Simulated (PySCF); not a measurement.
Q: What does the PBE0-D3(BJ)/def2-SVP structure of `C[N]=[Ta]([CH3])([CH3])[CH3]` (Ta(NMe)Me3) look like in three dimensions? (Singlet state.)

A: 
```xyz
18
C4H12NTa angstrom
Ta    -0.006    0.004   -0.407
N      0.005   -0.008    1.358
C      0.012   -0.015    2.773
H      0.651    0.789    3.180
H     -1.003    0.130    3.184
H      0.395   -0.972    3.172
C      2.068    0.002   -1.021
H      2.135   -0.081   -2.124
H      2.654   -0.823   -0.581
H      2.566    0.944   -0.727
C     -1.044    1.813   -0.989
H     -0.977    1.953   -2.086
H     -0.653    2.723   -0.505
H     -2.116    1.743   -0.728
C     -1.048   -1.793   -1.015
H     -2.048   -1.891   -0.559
H     -0.473   -2.694   -0.731
H     -1.173   -1.806   -2.116
```

Orientation and origin are arbitrary. Atoms count from 1 in this order. All 3 C–Ta bonds measure 2.164 to 2.165 Å. Ta1 (tantalum bonded to 3 C and N) is tetrahedral (angles from 106.1° to 112.8°).

Bonds between heavy atoms (Å): Ta1–N2 1.765, Ta1–C7 2.164, Ta1–C11 2.165, Ta1–C15 2.165, N2–C3 1.416.

Method: PySCF, PBE0-D3(BJ)/def2-SVP geometry optimisation, gas phase, def2 core potentials past Kr.

Point group: C3 (every atom within 0.08 Å of its image). Stationary, but not proved a minimum.
